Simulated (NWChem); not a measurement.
System: CH7BN2O; SMILES CNB(N)O

Here is an NWChem input.

```
start job
memory heap 200 mb stack 900 mb global 1100 mb
geometry units angstroms
  C      2.033147     0.014373     0.450434
  N      0.838796    -0.503299    -0.170151
  B     -0.486692     0.001469    -0.106883
  N     -0.835939     1.139313     0.644751
  O     -1.506732    -0.627457    -0.786047
  H      2.583723    -0.783470     0.958518
  H      1.762156     0.764254     1.189197
  H      2.702661     0.479248    -0.283863
  H      1.030271    -1.288090    -0.773384
  H     -1.785060     1.458478     0.675226
  H     -0.195327     1.707310     1.163217
  H     -1.228188    -1.403177    -1.267909
end
basis spherical
  * library def2-svp
end
dft
  xc xpbe96 cpbe96
  disp vdw 4
  iterations 150
end
driver
  maxiter 120
end
task dft optimize
task dft freq
```

The level has its own optimisation; frequencies are unscaled. Brackets give each atom's bonded neighbours.

Question: Give the results of this calculation. (PBE-D3(BJ)/def2-SVP.) Quantities: r C–N (Å); r B–N [B(NNO)–N(BCH)] (Å); r H–N [H(N)–N(BCH)] (Å); r B–N [B(NNO)–N(BHH)] (Å); highest harmonic frequency (cm⁻¹); lowest (cm⁻¹); zero-point energy (kcal/mol); dipole (D).

Answer: 
- r C–N (Å) = 1.445
- r B–N [B(NNO)–N(BCH)] (Å) = 1.438
- r H–N [H(N)–N(BCH)] (Å) = 1.020
- r B–N [B(NNO)–N(BHH)] (Å) = 1.428
- highest harmonic frequency (cm⁻¹) = 3775
- lowest (cm⁻¹) = 110
- zero-point energy (kcal/mol) = 61.1
- dipole (D) = 1.48
